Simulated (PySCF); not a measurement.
Ir (iridium, neutral) across methods

[Xe] 4f14 5d6 6s2 6p1, one real determinant (an excited configuration). Computed with PySCF 2.14 in aug-cc-pwCVDZ-PP with ECP60MDF, with scalar relativity through the core potential.

```
   method  E (hartree)  mean ε 6s α (eV)  mean ε 6s β (eV)  mean ε 6p α (eV)  Σ⟨r²⟩ (bohr²)   ⟨S²⟩
  r2SCANh    -104.2326            -9.615            -7.348            -3.325          64.77  8.760
    wB97X    -104.2158           -11.909           -10.255            -5.229          64.67  8.756
   r2SCAN    -104.2515            -9.245            -7.058            -3.052          64.82  8.760
     PBE0    -104.2004            -9.885            -7.720            -3.633          64.87  8.756
BHandHLYP    -104.0903           -10.600            -8.562            -4.121          65.26  8.756
      LDA    -104.0209            -9.108            -7.452            -2.957          65.05  8.755
      UHF   -103.46900           -12.168            -8.668            -5.343          65.99  8.762
     BLYP    -104.1896            -8.623            -7.235            -2.664          65.92  8.755
```

Question: Estimate the same row for PBE.

Answer: E (hartree) = -104.2369; mean ε 6s α (eV) = -8.884; mean ε 6s β (eV) = -7.055; mean ε 6p α (eV) = -2.893; Σ⟨r²⟩ (bohr²) = 65.30; ⟨S²⟩ = 8.755.

⟨L²⟩ = 8.25 against 12 for a pure F term, so this real determinant mixes terms. Energies and moments cover only the electrons outside the core potential. Spin-orbit coupling, absent here, splits the open shell strongly.
